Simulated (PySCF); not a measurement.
One of the candidates below gave these computed data.

All candidates are C6H7FN2Si.

- Rotational structure: rotational constants A, B, C: 1.383, 0.914, 0.622 GHz [GFN2-xTB]
- 1H NMR: chemical shifts (computed TMS as zero) by class: 6.05 (1 H), 4.56 (3 H), 1.67 (3 H) ppm [GIAO PBE0/pcSseg-1]
- Dipole: 1.86 D [PBE0/pcSseg-1]
- NMR, other nuclei: isotropic shieldings of nuclei other than C and H, by class: -89 (1 N), -82 (1 N), 366 (1 F), 414 (1 Si) ppm [GIAO PBE0/pcSseg-1]
- 13C NMR: chemical shifts (computed TMS as zero) by class: 153.3 (1 C), 130.8 (1 C), 121.1 (1 C), 120.3 (1 C), 93.4 (1 C), 22.9 (1 C) ppm [GIAO PBE0/pcSseg-1]

The electronic properties come from PySCF, for the isolated species, density fitting. Levels stand in brackets. One conformer (not necessarily the lowest) at the GFN2-xTB geometry, without solvent, vibrations or thermal averaging. NMR classes are plain means over equivalent atoms (diastereotopic ones count apart unless rotation or inversion swaps them), as if these changed places fast.

Question: Which candidate is it?
A. `C[C@H](F)/C(C#N)=C(/[SiH3])C#N`
B. `C=N[SiH2]c1cc(F)ccn1`
C. `N#C/C=C(/CC#N)C[SiH2]F`
D. `CN[Si@H]1C=C(F)C(C#N)=C1`

Answer: A. It is `C[C@H](F)/C(C#N)=C(/[SiH3])C#N`. Numbering: `[CH3:1][C@H:2]([F:3])/[C:4]([C:5]#[N:6])=[C:7](/[SiH3:8])[C:9]#[N:10]`. Its formula, C6H7FN2Si, gives 5 degrees of unsaturation: 0 rings and 5 π bonds in the structure found. 6 carbons fall into 6 classes; from least to most shielded: fully substituted alkene carbon [C4] (153.3 ppm), fully substituted alkene carbon [C7] (130.8 ppm), nitrile carbon [C5] (121.1 ppm), nitrile carbon [C9] (120.3 ppm), sp3 C–F carbon [C2] (93.4 ppm), methyl carbon [C1] (22.9 ppm). Hydrogen classes from least to most shielded: 1 H on an sp3 C–F carbon, C2 (6.05 ppm), 3 H on an SiH3 silicon, Si8 (4.56 ppm), 3 H on a methyl carbon, C1 (1.67 ppm, a mean of values up to 1.1 ppm apart in this geometry). The other shieldings belong to: -89 ppm, nitrile nitrogen [N10]; -82 ppm, nitrile nitrogen [N6]; 366 ppm, alkyl fluorine [F3]; 414 ppm, SiH3 silicon [Si8]. The optimised geometry has point group C1 and is an asymmetric top.

The others, at the same levels:
- `C=N[SiH2]c1cc(F)ccn1` fails: its computed 13C shifts are 178.8 (1 C), 173.1 (1 C), 172.0 (1 C), 156.5 (1 C), 125.3 (1 C), 116.8 (1 C) ppm, 1H shifts are 8.96 (1 H), 8.84 (1 H), 8.78 (1 H), 7.99 (1 H), 7.12 (1 H), 5.67 (2 H) ppm and rotational constant A is 2.112 GHz (against 1.383 GHz).
- `N#C/C=C(/CC#N)C[SiH2]F` fails: its computed 13C shifts are 166.5 (1 C), 121.5 (1 C), 120.4 (1 C), 103.0 (1 C), 28.7 (1 C), 28.7 (1 C) ppm, 1H shifts are 5.34 (2 H), 5.33 (1 H), 3.25 (2 H), 2.65 (2 H) ppm and rotational constant A is 1.124 GHz (against 1.383 GHz).
- `CN[Si@H]1C=C(F)C(C#N)=C1` fails: its computed 13C shifts are 177.1 (1 C), 159.3 (1 C), 134.1 (1 C), 118.9 (1 C), 105.0 (1 C), 32.3 (1 C) ppm, 1H shifts are 7.12 (1 H), 5.23 (1 H), 5.07 (1 H), 2.92 (3 H), 0.36 (1 H) ppm and rotational constant A is 2.500 GHz (against 1.383 GHz).

Each candidate is one conformer, not necessarily the lowest. The conformers computed, where there is a choice (atom-mapped SMILES and torsion angles):
- `[CH3:1][C@H:2]([F:3])/[C:4]([C:5]#[N:6])=[C:7](/[SiH3:8])[C:9]#[N:10]`: C1–C2–C4–C5 62°
- `[CH2:1]=[N:2][SiH2:3][c:4]1[cH:5][c:6]([F:7])[cH:8][cH:9][n:10]1`: C1–N2–Si3–C4 -121°, N2–Si3–C4–C5 -40°
- `[N:1]#[C:2]/[CH:3]=[C:4](/[CH2:5][C:6]#[N:7])[CH2:8][SiH2:9][F:10]`: C3–C4–C5–C6 116°, C3–C4–C8–Si9 90°, C4–C8–Si9–F10 58°
- `[CH3:1][NH:2][Si@H:3]1[CH:4]=[C:5]([F:6])[C:7]([C:8]#[N:9])=[CH:10]1`: C1–N2–Si3–C4 82°
